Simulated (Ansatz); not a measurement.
Ansatz (a first-principles code) input (BHLYP/def2-TZVPD):

Ansatz 0.2 input:
```yaml
crystal:
  periodic: [false, false, false]
  atoms:
    - {symbol: Te, position_ang: [-0.01364257, 0.01570217, -1.36551830]}
    - {symbol: Te, position_ang: [-0.02506281, 0.00587325, 1.36543410]}
    - {symbol: H, position_ang: [1.58370894, 0.46887769, -1.51907689]}
    - {symbol: H, position_ang: [0.42897095, -1.59079914, 1.52345558]}
basis:
  gaussian:
    orbitals: def2-TZVPD
hamiltonian:
  xc: {name: BHLYP}
total_charge: -1
magnetization: {spin_polarized: true, initial_magnetization: 1}
```

End of the output:

```
integrals: 0.06 GiB planned
1174 factors; their error is unknown
mean field: 0.74 GiB planned
mean field evaluation 1: about -14615.5298 eV, gradient 1.3e1 eV
mean field evaluation 2: about -14615.5473 eV, gradient 1.6e1 eV
mean field evaluation 4: about -14616.4309 eV, gradient 5.8e-1 eV
mean field evaluation 8: about -14616.4350 eV, gradient 5.0e-2 eV
mean field evaluation 16: about -14617.0825 eV, gradient 2.8e-3 eV
mean field -14617.08245372 eV, -537.1678723600 hartree, gradient 8.6e-5 eV, S^2 0.755620; 2 other end points of the search recorded, 0 dependent functions left out
reference -14617.08260214 eV, -537.1678778140 hartree; 26, 25 occupied and 110, 111 virtual orbitals, 1174 factors
Total energy: -14617.08260214 eV, -537.1678778140 hartree
```

This state (charge -1, doublet) is run at the relaxed geometry of the species with charge 0 and multiplicity 1.
